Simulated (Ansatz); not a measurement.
The molecule FeCl, multiplicity 6 (the spin of the measured ground state). No spin–orbit coupling. Fe is treated without relativity.

D_e counts from the fitted minimum to each atom's lowest state at the same level, without counterpoise.

Correlated levels freeze the inner cores; with def2 sets outer-core shells near the valence are correlated too.

Programs: Ansatz (a program for electronic structure). 

```tsv
level	bond energy D_e (eV)
PBE/def2-TZVPP	3.707
r2SCAN/def2-TZVPP	3.950
B97M-V/def2-TZVPP	3.714
PBE0/def2-TZVPP	3.815
BHLYP/def2-TZVPP	?
CAM-B3LYP/def2-TZVPP	?
wB97X-V/def2-TZVPP	3.702
CCSD/def2-TZVPP	3.356
CCSD(T)/def2-TZVPP	3.404
```

Fill in the missing entries.


- BHLYP/def2-TZVPP, bond energy D_e (eV): 3.287
- CAM-B3LYP/def2-TZVPP, bond energy D_e (eV): 3.522
